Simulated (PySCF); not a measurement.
## Electronic structure of Ne²⁺ (neon, charge +2) at the UHF level

Configuration: [He] 2s2 2p4, high-spin 3P determinant. All numbers are calculated (PySCF 2.14, the spin-free X2C one-electron Hamiltonian (Gaussian nucleus), in x2c-TZVPPall).

| Item | Value |
| --- | --- |
| Total energy | -126.513666 hartree |
| One-electron energy | -166.7701 hartree |
| Hartree (Coulomb) energy | 51.3969 hartree |
| Exchange energy | -11.1405 hartree |
| ⟨S²⟩ | 2.0035 |
| ⟨L²⟩ | 2.007 |
| Sum of ⟨r⟩ | 5.188 bohr |
| Sum of ⟨r²⟩ | 4.958 bohr² |
| Traceless quadrupole moment −½Σ⟨3z² − r²⟩ along its main axis | -0.350 e·bohr² |
| Langevin diamagnetic susceptibility | -3.93 ×10⁻⁶ cm³/mol |

| shell | electrons | mean orbital energy (hartree) | spread (hartree) | rms radius, mean of both spins (bohr) |
| --- | --- | --- | --- | --- |
| 1s α | 1 | -34.73762 | 0 | 0.182 |
| 1s β | 1 | -34.59972 | 0 | 0.182 |
| 2s α | 1 | -3.65192 | 0 | 0.905 |
| 2s β | 1 | -3.18283 | 0 | 0.905 |
| 2p α | 3 | -2.57613 | 0.14283 | 0.902 |
| 2p β | 1 | -2.35672 | 0 | 0.902 |

Spin-orbit constants ζ (cm⁻¹) from the X2C one-electron operator on these orbitals: bare nucleus, nucleus screened by l(l+1)(2l+1)/3 electrons, and screened by the Breit-Pauli mean field of the electrons.

```csv
shell,bare,screened nucleus,mean field
2p,856.5,685.2,613.8
```

To first order the Landé constant is A = -306.9 cm⁻¹, so the lowest level has J = 2 and lies 0.0380 eV below the centre of the term. This holds in LS coupling only.
